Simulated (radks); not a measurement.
Values are calculated unless marked as measured or tabulated.
Initial-state core-level shifts of the titanium ion Ti+ when its valence configuration changes from [Ar] 3d2 4s1. Level of theory: non-relativistic Kohn-Sham, LDA (Slater exchange, Perdew-Wang correlation), spin-polarised, spherical densities, point nucleus; open shells are filled with parallel spins first (a radial shooting solver on a logarithmic mesh with Libxc functionals). Shifts are changes of the shell-averaged eigenvalues in eV (positive: less bound); the change of the density at the nucleus, which sets a Mossbauer isomer shift, is in e/bohr^3, on a base of 7100.

valence,2s,2p,3s,3p,density at nucleus
3d2 4p1,-1.131,-1.129,-1.163,-1.155,-3.8574
3d1 4s2,-7.150,-7.061,-5.890,-5.658,+6.1091
3d3,+5.399,+5.326,+4.700,+4.513,-4.6864
3d2 4s0.5 4p0.5,-0.570,-0.569,-0.586,-0.582,-1.9154
3d1 4s1 4p1,-8.162,-8.064,-6.882,-6.630,+2.0354
3d1.5 4s0.5 4p1,-4.454,-4.407,-3.911,-3.786,-1.1378
3d2.5 4p0.5,+2.340,+2.301,+1.905,+1.806,-4.3362
4s2 4p1,-16.926,-16.722,-13.599,-13.076,+9.8239
3d2.5 4s0.5,+2.894,+2.855,+2.486,+2.386,-2.5157
